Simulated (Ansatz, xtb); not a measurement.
## Ligand exchange: HF + CH2ClI → HI + CH2ClF

Species: HF (hydrogen fluoride), singlet; CH2ClI (chloroiodomethane) `ClCI`, singlet; HI (hydrogen iodide), singlet; CH2ClF `FCCl`, singlet. The partners trade F for I: H–F and C–I bonds give way to H–I and C–F.

Shapes, held fixed at every level: PBE0-D4/def2-TZVP. Programs: Ansatz 0.2.0, xtb 6.7.1. The zero-point and thermal change to 298 K, harmonic and unscaled (PBE0-D4/def2-TZVP), is -4.8 kJ/mol.

Estimate ΔH(298 K) of this reaction.

The highest level, CCSD(T)/def2-TZVPP, gives ΔH(298 K) = +18.4 kJ/mol; the levels span -105.1 to +18.4. They disagree on the sign: 5 of 8 are positive. GFN1-xTB strays far from the other rows. The column of differences is taken from that level and isn't an error. No measured value is set beside it here. For atoms past krypton def2 sets carry core potentials with scalar relativity. Correlated rows may include outer-core shells of I, which these sets cover unevenly. Times are processor times on shared x86 and Arm servers, and rough.

```tsv
level	kind	ΔH(298 K) (kJ/mol)	less CCSD(T)/def2-TZVPP	CPU time (sum over the molecules)
GFN1-xTB	semi-empirical	-105.1	-123.5	0.15 s
HF/def2-SVP	Hartree–Fock	-26.6	-45.0	–
SPW92/def2-TZVPP	LDA	+7.4	-11.0	4.5 s
PBE-D4/def2-TZVPP	GGA	+15.6	-2.8	8.4 s
BHLYP-D4/def2-TZVPP	global hybrid	+9.5	-8.9	10 s
MP2/def2-SVP	perturbation theory	+1.5	-16.9	–
CCSD(T)/def2-SVP	coupled cluster or CI	-10.0	-28.4	5.9 s
CCSD(T)/def2-TZVPP	coupled cluster or CI	+18.4	0.0	47 s
```
